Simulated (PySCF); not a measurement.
CH₄OZn, singlet, at the geometry of the source list; B3LYP/def2-SVP (PySCF).

Here is a job for PySCF.
```python
from pyscf import gto, scf, dft

mol = gto.Mole()
mol.atom = '''
    Zn    0.06160000   -0.48140000    0.57550000
    C    -0.13200000    1.11290000   -0.60580000
    H    -0.85250000    1.82490000   -0.22400000
    H    -0.46840000    0.78110000   -1.58200000
    H     0.81160000    1.62810000   -0.73100000
    O     0.29420000   -2.16020000    0.89350000
    H     0.28540000   -2.70540000    1.67390000
'''
mol.basis = 'def2-svp'
mol.verbose = 4
mol.build()

mf = dft.RKS(mol)
mf.xc = 'b3lyp'
mf.kernel()
```

Question: What does PySCF print? Leave out banner, timings and long lists.

Answer: 
```
PySCF version 2.14.0

[INPUT] verbose = 4
[INPUT] num. atoms = 7
[INPUT] num. electrons = 48
[INPUT] charge = 0
[INPUT] spin (= nelec alpha-beta = 2S) = 0
[INPUT] symmetry False subgroup None
[INPUT] Mole.unit = angstrom
[INPUT] Symbol           X                Y                Z      unit          X                Y                Z       unit  Magmom
[INPUT]  1 Zn     0.061600000000  -0.481400000000   0.575500000000 AA    0.116407129273  -0.909714156366   1.087537384687 Bohr   0.0
[INPUT]  2 C     -0.132000000000   1.112900000000  -0.605800000000 AA   -0.249443848443   2.103076204028  -1.144796086262 Bohr   0.0
[INPUT]  3 H     -0.852500000000   1.824900000000  -0.224000000000 AA   -1.610991521192   3.448561204719  -0.423298651903 Bohr   0.0
[INPUT]  4 H     -0.468400000000   0.781100000000  -1.582000000000 AA   -0.885147716746   1.476065075898  -2.989546729062 Bohr   0.0
[INPUT]  5 H      0.811600000000   1.628100000000  -0.731000000000 AA    1.533701722697   3.076663103404  -1.381389797057 Bohr   0.0
[INPUT]  6 O      0.294200000000  -2.160200000000   0.893500000000 AA    0.555957425847  -4.082186374285   1.688470292299 Bohr   0.0
[INPUT]  7 H      0.285400000000  -2.705400000000   1.673900000000 AA    0.539327835951  -5.112465057398   3.163212559909 Bohr   0.0

nuclear repulsion = 171.497786762381
number of shells = 35
number of NR pGTOs = 149
number of NR cGTOs = 79
basis = def2-svp
ecp = {}

******** <class 'pyscf.dft.rks.RKS'> ********
method = RKS
initial guess = minao
damping factor = 0
level_shift factor = 0
DIIS = <class 'pyscf.scf.diis.CDIIS'>
diis_start_cycle = 1
diis_space = 8
diis_damp = 0
SCF conv_tol = 1e-09
SCF conv_tol_grad = None
SCF max_cycles = 50
direct_scf = True
direct_scf_tol = 1e-13
XC library pyscf.dft.libxc version 7.1.2
    S. Lehtola, C. Steigemann, M. J. T. Oliveira, and M. A. L. Marques,  SoftwareX 7, 1–5 (2018)
XC functionals = b3lyp
    P. J. Stephens, F. J. Devlin, C. F. Chabalowski, and M. J. Frisch,  J. Phys. Chem. 98, 11623 (1994)
radial grids:
    Treutler-Ahlrichs [JCP 102, 346 (1995); DOI:10.1063/1.469408] (M4) radial grids

becke partition: Becke, JCP 88, 2547 (1988); DOI:10.1063/1.454033
pruning grids: <function nwchem_prune>
grids dens level: 3
symmetrized grids: False
atomic radii adjust function: <function treutler_atomic_radii_adjust>
small_rho_cutoff = 0
Set gradient conv threshold to 3.16228e-05
Initial guess from minao.
tot grids = 88072
init E= -1894.46344776347
  HOMO = -0.328515354109896  LUMO = -0.0760780857580343  gap/eV = 6.86917
cycle= 1 E= -1894.6369704532  delta_E= -0.174  |g|= 1.02  |ddm|= 2.65
  HOMO = -0.0686766221779243  LUMO = 0.0103383353551427  gap/eV = 2.15011
cycle= 2 E= -1893.66243689034  delta_E= 0.975  |g|= 2.33  |ddm|= 2.45
  HOMO = -0.242221196806043  LUMO = -0.0174952515354745  gap/eV = 6.11510
cycle= 3 E= -1894.8112342535  delta_E= -1.15  |g|= 0.312  |ddm|= 1.93
  HOMO = -0.253824020072853  LUMO = -0.0241279047109071  gap/eV = 6.25035
cycle= 4 E= -1894.83050057125  delta_E= -0.0193  |g|= 0.176  |ddm|= 0.423
  HOMO = -0.261065191766307  LUMO = -0.0244891756948071  gap/eV = 6.43756
cycle= 5 E= -1894.83691970358  delta_E= -0.00642  |g|= 0.0239  |ddm|= 0.142
  HOMO = -0.26094260511562  LUMO = -0.0218110877335569  gap/eV = 6.50710
cycle= 6 E= -1894.83700486386  delta_E= -8.52e-05  |g|= 0.0128  |ddm|= 0.0277
  HOMO = -0.262245533469259  LUMO = -0.0219774636678185  gap/eV = 6.53803
cycle= 7 E= -1894.83703066148  delta_E= -2.58e-05  |g|= 0.00179  |ddm|= 0.0089
  HOMO = -0.262620263167765  LUMO = -0.021974186374452  gap/eV = 6.54831
cycle= 8 E= -1894.8370314751  delta_E= -8.14e-07  |g|= 0.000182  |ddm|= 0.00198
  HOMO = -0.262616845303113  LUMO = -0.0219700745083138  gap/eV = 6.54833
cycle= 9 E= -1894.83703148137  delta_E= -6.26e-09  |g|= 4.34e-05  |ddm|= 0.000206
  HOMO = -0.262614725433372  LUMO = -0.0219735034057917  gap/eV = 6.54818
cycle= 10 E= -1894.8370314818  delta_E= -4.37e-10  |g|= 7.52e-06  |ddm|= 5.86e-05
  HOMO = -0.262611540009001  LUMO = -0.0219731751814098  gap/eV = 6.54810
Extra cycle  E= -1894.83703148182  delta_E= -1.55e-11  |g|= 1.06e-05  |ddm|= 1.93e-05
converged SCF energy = -1894.83703148182
```
